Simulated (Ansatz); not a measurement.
Consider the redistribution: `[NH2][Zn][SH]` + `[NH2][SnH2][CH2][SiH3]` → `[NH2][Zn][NH2]` + `[SiH3][CH2][SnH2][SH]`.

Calculated with Ansatz (gas phase, PBE0-D4/def2-TZVP geometries, no zero-point term in ΔE). CBS: MP2 limit from def2 TZ/QZ plus the TZ coupled-cluster correction, frozen cores. DFT in def2-TZVPP. Elements past krypton have def2 core potentials. For Sn, Zn outer-core shells are correlated without core-valence functions, which leaves a few kJ/mol of doubt a bond. Scalar relativity is left out up to krypton. Each species was taken in one conformer, which may not be the lowest.

| level | ΔE (kJ/mol) | difference from CCSD(T)/CBS |
| --- | --- | --- |
| ωB97X-V | 12.3 | 1.0 |
| B2PLYP | 10.6 | -0.7 |
| PBE | 9.3 | -2.0 |
| r2SCAN | 11.4 | 0.1 |
| MP2/def2-TZVPP | 7.0 | -4.3 |
| CCSD/def2-TZVPP | 12.6 | 1.3 |
| HF/def2-QZVPP | 22.8 | 11.5 |
| MP2/def2-QZVPP | 6.7 | -4.6 |
| SCS-MP2/def2-QZVPP | 9.0 | -2.3 |
| CCSD/CBS(def2) | 12.2 | 0.9 |
| CCSD(T)/CBS | 11.3 | 0 |

Largest T1 diagnostic among the species: 0.015.

In def2-TZVPP, CCSD(T) changes the Hartree–Fock value by −11.3 kJ/mol (the triples alone add −0.9 kJ/mol) and MP2 by −16.0 kJ/mol.
